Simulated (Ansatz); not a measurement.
**Abstraction of H: C2H7MgN + B(CH3)(GeH3) → C2H6MgN + BH(CH3)(GeH3)**

Gas-phase species: C2H7MgN `C[N](C)[MgH]`, singlet; B(CH3)(GeH3), doublet; C2H6MgN `C[N](C)[Mg]`, doublet; BH(CH3)(GeH3), singlet. A radical takes H: the energy is the difference in strength between the Mg–H bond broken and the B–H bond made.

Shapes, held fixed at every level: PBE0-D4/def2-TZVP. Programs: Ansatz 0.2.0. The zero-point and thermal change to 298 K, harmonic and unscaled (PBE0-D4/def2-TZVP), is +11.1 kJ/mol.

| level | kind | ΔH(298 K) (kJ/mol) | less CCSD(T)/def2-TZVPP | CPU time (sum over the molecules) |
| --- | --- | --- | --- | --- |
| SPW92/def2-TZVPP | LDA | -142.0 | -11.3 | 20 s |
| r2SCAN-D4/def2-TZVPP | meta-GGA | -124.9 | +5.8 | 67 s |
| B3LYP-D4/def2-TZVPP | global hybrid | -131.1 | -0.4 | 53 s |
| BHLYP-D4/def2-TZVPP | global hybrid | -131.3 | -0.6 | 40 s |
| r2SCAN0-D4/def2-TZVPP | global hybrid | -126.2 | +4.5 | 68 s |
| wB97M-V/def2-TZVPP | range-separated hybrid | -124.0 | +6.7 | 2.3 min |
| wB97X-V/def2-TZVPP | range-separated hybrid | -125.3 | +5.4 | 1.7 min |
| CCSD(T)/def2-TZVPP | coupled cluster or CI | -130.7 | 0.0 | – |

The highest level, CCSD(T)/def2-TZVPP, gives ΔH(298 K) = -130.7 kJ/mol; the levels span -142.0 to -124.0. The column of differences is taken from that level and isn't an error. No measured value is set beside it here. Open shells run unrestricted. Relativity is left out for Ge. Outer-core shells of Ge, Mg are correlated, in sets that cover them unevenly. Times are processor times on shared x86 and Arm servers, and rough.
